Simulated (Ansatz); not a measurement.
Input file for Ansatz (an electronic-structure program): U-B3LYP-D3(BJ)/def2-TZVP on O2 (SMILES O=O).

Ansatz 0.2 input:
```yaml
crystal:
  periodic: [false, false, false]
  atoms:
    - {symbol: O, position_ang: [0.00000000, 0.00000000, 0.62300000]}
    - {symbol: O, position_ang: [0.00000000, 0.00000000, -0.62300000]}
basis:
  gaussian:
    orbitals: def2-TZVP
hamiltonian:
  xc: b3lyp
  dispersion: d3bj
magnetization: {spin_polarized: true, initial_magnetization: 2}
relax: {f_tol: 0.004, max_steps: 120}
```

Problem. Predict the final total energy.

Solution. -150.3902 hartree.
